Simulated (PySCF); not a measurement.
B(F)(Cl)(OH) (BClFHO), SMILES FB(Cl)O. Geometry: B3LYP-D3(BJ)/def2-SVP. One conformer was computed; it need not be the lowest.

Q: Give the equilibrium geometry at B3LYP-D3(BJ)/def2-SVP (PySCF confirms it by a frequency run) as a Z-matrix, and its point group. (The exact figures need the calculation; the answer reports its results.)

A: One answer among several that fit: point group Cs.
```
B
F 1 1.3300
O 1 1.3430 2 121.29
H 3 0.9674 1 113.08 2 0.00
Cl 1 1.7607 2 118.90 3 180.00
```
Charge 0, spin multiplicity 1.
